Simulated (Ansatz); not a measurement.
Geometry optimisation, Ansatz, RKS PBE-D4/def2-SVP.

The input (input.yaml):

```yaml
crystal:
  periodic: [false, false, false]
  atoms:
    - { symbol: Ge, position_ang: [0.0, 0.0, 0.0] }
    - { symbol: H, position_ang: [0.0, 0.0, 1.9] }
    - { symbol: H, position_ang: [1.4616, 0.0, -0.5162] }
    - { symbol: H, position_ang: [-0.73, 1.2648, -0.5162] }
    - { symbol: H, position_ang: [-0.73, -1.2648, -0.5162] }
    - { symbol: Cl, position_ang: [-2.3914, 0.0, 0.7946] }
    - { symbol: H, position_ang: [-0.9803, 0.0, 1.9424] }
basis:
  gaussian: { orbitals: def2-SVP }
hamiltonian:
  xc: pbe
  dispersion: d4
relax:
  f_tol: 0.15
  max_steps: 25
  restrain:
    - { distance: [0, 5], at: 2.22, k: 30.0 }
    - { distance: [6, 1], at: 0.66, k: 30.0 }
    - { distance: [0, 1], at: 2.75, k: 30.0 }
    - { distance: [6, 5], at: 2.57, k: 30.0 }
output:
  orbitals: {}
```

Command:

```bash
$ ansatz run input.yaml --threads 1 --pin off --max-ram 2048MiB --backend cpu --events-out ev --progress --plain --runs-dir out
```

Problem. Where does it end, and by what steps?

Solution. The forces met the threshold. The restraints hold the end off the free minimum; the threshold counts their pulls, which the force column leaves out. Restrained pairs: Ge1–Cl6 (2.52 → 2.21 Å), H2–H7 (0.98 → 0.72 Å), Ge1–H2 (1.90 → 2.77 Å), Cl6–H7 (1.82 → 2.58 Å). After 9 steps the energy has fallen by 2.740 eV (the restraints' own energy left out); H3 moved furthest, 1.16 Å.

| step | energy less start (eV) | largest force component (eV/Å) | accepted |
| --- | --- | --- | --- |
| 0 | 0.0000 | 2.164 | yes |
| 1 | -0.0192 | 1.266 | yes |
| 2 | -0.1654 | 3.917 | yes |
| 3 | -0.9807 | 3.813 | yes |
| 4 | -1.6598 | 2.668 | yes |
| 5 | -2.1901 | 1.291 | yes |
| 6 | -2.5296 | 1.105 | yes |
| 7 | -2.6990 | 1.580 | yes |
| 8 | -2.7343 | 1.713 | yes |
| 9 | -2.7401 | 1.704 | yes |

```xyz
7
Properties=species:S:1:pos:R:3
Ge -0.490 0.000 -0.436
H 0.195 0.000 2.245
H 0.791 0.000 0.424
H -0.581 1.276 -1.309
H -0.581 -1.276 -1.309
Cl -2.285 0.000 0.849
H -0.419 0.000 2.625
```

The run took 20 s on 1 thread of Arm Neoverse V2 (shared host), peak memory 0.13 GiB.
